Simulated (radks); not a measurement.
Values are calculated unless marked as measured or tabulated.
Question: Ar VIII, 11 electrons, occupied as [He] 2s2 2p(1/2: 1, 3/2: 4) 3s2 (not the ground configuration). Level of theory: Dirac Kohn-Sham, relativistic LDA (MacDonald-Vosko exchange, VWN5 correlation), spin-unpolarised, spherical densities, finite nucleus; Fermi nuclear charge, rms radius 3.4274 fm (a radial shooting solver on a logarithmic mesh with Libxc functionals). Some entries of the table are withheld. Estimate them.

orbital,occ.,eigenvalue (eV),<r> (bohr)
1s1/2,2,-3296.817,(1)
2s1/2,2,(2),0.4039
2p1/2,1,(3),(4)
2p3/2,4,(5),(6)
3s1/2,2,(7),1.115

Answer: 
(1) 1s1/2 <r> (bohr): 0.08596
(2) 2s1/2 eigenvalue (eV): -460.8673
(3) 2p1/2 eigenvalue (eV): -400.4853
(4) 2p1/2 <r> (bohr): 0.3602
(5) 2p3/2 eigenvalue (eV): -398.0676
(6) 2p3/2 <r> (bohr): 0.3624
(7) 3s1/2 eigenvalue (eV): -141.7363
